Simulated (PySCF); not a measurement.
# TcSe: from constants to spectrum

PBE constants of TcSe, ⁶Σ⁺ (sextet), unpaired electrons σ ↑, π ↑↑, δ ↑↑ (basis Tc x2c-TZVPPall, Se x2c-TZVPPall; spin-free X2C with a Gaussian nucleus; PySCF 2.14; masses 98.9072 and 79.9165 u):

```
ωe              : 342.7 cm⁻¹
ωexe            : 0.773 cm⁻¹
Be              : 0.074727 cm⁻¹
αe              : 0.000226 cm⁻¹
D (centrifugal) : 1.42e-08 cm⁻¹
```

Task: Give the vibrational terms G(v) and spacings up to v = 6.

Result: G(v) = ωe(v+½) − ωexe(v+½)².

| v | G(v) (cm⁻¹) | G(v) − G(v−1) | Bv (cm⁻¹) |
| --- | --- | --- | --- |
| 0 | 171.2 |  | 0.07461 |
| 1 | 512.3 | 341.2 | 0.07439 |
| 2 | 851.9 | 339.6 | 0.07416 |
| 3 | 1190.0 | 338.1 | 0.07394 |
| 4 | 1526.5 | 336.5 | 0.07371 |
| 5 | 1861.5 | 335.0 | 0.07348 |
| 6 | 2194.9 | 333.4 | 0.07326 |

De is left out where the level can put another filling of the metal’s s and d shells below the measured ground configuration, by anything from nothing to about 1 eV. Spin–orbit coupling is left out, which matters for elements this heavy, above all for dissociation energies. With d or f electrons several states lie close, and the lowest PBE0 determinant need not be the measured ground state.
